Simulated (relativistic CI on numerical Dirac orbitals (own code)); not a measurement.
# Hyperfine structure of Dy III, mass number 163

Computed by Dirac-Coulomb-Breit CI, separate exchange-only KLI orbitals for each configuration, a model potential for QED, valence Slater integrals scaled by 0.85, P86 correlation energy added to each configuration (own radial code, finite nucleus).

Configurations in the expansion (outside the closed core [Kr] 4d10 5s2): 4f¹⁰5p⁶, 4f⁹5p⁶6s, 4f⁹5p⁶6p, 4f⁹5p⁶7s, 4f¹²5p⁴. The list is cut by size and lacks configurations that can hold low levels.

Nuclear spin I = 5/2, μ = 0.671 μN, Q = 2.65 b (tables of Stone and Pyykkö). The electronic factors are computed for point nuclear moments, without core polarisation; leaving it out makes A of s and p electrons in near-neutral atoms 20 to 40 % too small, and it can dominate for d and f shells.

| Level | E (cm⁻¹) | A (MHz) | B (MHz) |
| --- | --- | --- | --- |
| 4f¹⁰5p⁶ ⁵I8 | 0.0 | 168.6 | 1400 |
| 4f¹⁰5p⁶ ⁵I7 | 4182.4 | 184.4 | 1300 |
| 4f¹⁰5p⁶ ⁵I6 | 7139.2 | 203.3 | 1240 |
| 4f⁹5p⁶6s ⁷H°8 | 9208.3 | 409.7 | 3930 |
| 4f¹⁰5p⁶ ⁵I5 | 9322.2 | 236.2 | 1160 |
| 4f⁹5p⁶6s ⁵H°7 | 10838.4 | -25.26 | 3600 |
| 4f¹⁰5p⁶ ⁵I4 | 11041.2 | 299.6 | 1230 |
| 4f⁹5p⁶6s ⁷H°7 | 13132.6 | 403.1 | 3380 |

Levels with J = 0, under 50 % of one LS term, or S terms without an open s electron are left out. Small factors come from cancelling terms and can be off by tens of per cent or more.

For a near-neutral ion this model can misplace configurations by up to about 10,000 cm⁻¹ (more where the count of f electrons changes) and terms by 10 to 25 % of their spread. Rates follow the energies as ν³ (E1, M1) or ν⁵ (E2), so they and the lifetimes can be off by large factors. The fine structure of a lone outer electron comes out too small, for d and f at times inverted, and misplaced configurations move strength between like terms.

Q: Give the hyperfine levels of 4f¹⁰5p⁶ ⁵I8 relative to its centre of gravity.

A: With K = F(F + 1) − I(I + 1) − J(J + 1), E = AK/2 + B[¾K(K + 1) − I(I + 1)J(J + 1)]/[2I(2I − 1)J(2J − 1)]: F = 11/2: -3294, F = 13/2: -2631, F = 15/2: -1681, F = 17/2: -367.5, F = 19/2: 1400, F = 21/2: 3722 MHz.

LS names give the leading component of a level, which can be under half, so a name can repeat, a term be missing and a line seem to break the LS rules.
